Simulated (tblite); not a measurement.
Compound: C₇H₉FP (charge +1).
Bonds: C1–P2, P2–C3, C3–C4 (aromatic), C4–C5 (aromatic), C5–C6 (aromatic), C6–C7 (aromatic), C7–F8, C7–C9 (aromatic), C3–C9 (aromatic). Hydrogens: H10, H11, H12 on C1; H13, H14 on P2; H15 on C4; H16 on C5; H17 on C6; H18 on C9.

The geometry is computed with GFN2-xTB (gas phase).

What internal coordinates does the optimisation give?

```
                  bond  length (Å)
                 C1–P2       1.803
                 P2–C3       1.794
                 C3–C4       1.395
                 C4–C5       1.385
                 C5–C6       1.385
                 C6–C7       1.388
                 C7–F8       1.330
                 C7–C9       1.385
                 C3–C9       1.394
C1–H10, C1–H11, C1–H12       1.092
        P2–H13, P2–H14       1.375
                C4–H15       1.081
                C5–H16       1.079
                C6–H17       1.079
                C9–H18       1.080
```

Bonds in one row agree within 0.01 Å and their mean is given. A selection of angles:
```
   angle  degrees
C1–P2–C3    113.4
P2–C3–C4    119.8
P2–C3–C9    119.2
C4–C3–C9    120.9
C3–C4–C5    119.4
C4–C5–C6    120.5
C5–C6–C7    119.2
C6–C7–F8    119.6
C6–C7–C9    121.8
F8–C7–C9    118.6
C3–C9–C7    118.2
```

Dihedral angles: C1–P2–C3–C4 -90°. The mirror-image conformer, all signs reversed, is as good.

The 6-membered ring C3–C4–C5–C6–C7–C9 has internal angles of 118.2° to 121.8° (sum 720°, against 720° for a flat polygon); it is planar, 0.00 Å rms from its mean plane, widest ring torsion 0°. C6 (aromatic CH carbon) is planar (angles 121.4°, 119.4° and 119.2°, sum 360.0°, 0.00 Å off the plane of its three neighbours). C9 (aromatic CH carbon) is planar (angles 122.2°, 119.7° and 118.2°, sum 360.0°, 0.00 Å off the plane of its three neighbours). P2 (phosphonium phosphorus) is distorted tetrahedral (angles from 106.1° to 113.4°). C4 (aromatic CH carbon) is planar (angles 120.3°, 120.3° and 119.4°, sum 360.0°, 0.00 Å off the plane of its three neighbours). C5 (aromatic CH carbon) is planar (angles 120.5°, 119.9° and 119.6°, sum 360.0°, 0.00 Å off the plane of its three neighbours). C7 (aromatic C–F carbon) is planar (angles 121.8°, 119.6° and 118.6°, sum 360.0°, 0.00 Å off the plane of its three neighbours).

Point group: C1 (no symmetry element, even within 0.4 Å). Its lowest GFN2-xTB frequency is 7i cm⁻¹, too small to tell a flat minimum from a shallow saddle.

Hardware: an Arm Neoverse V1 with one thread (shared host). Cost: 0.37 s. These figures are those of the optimisation.
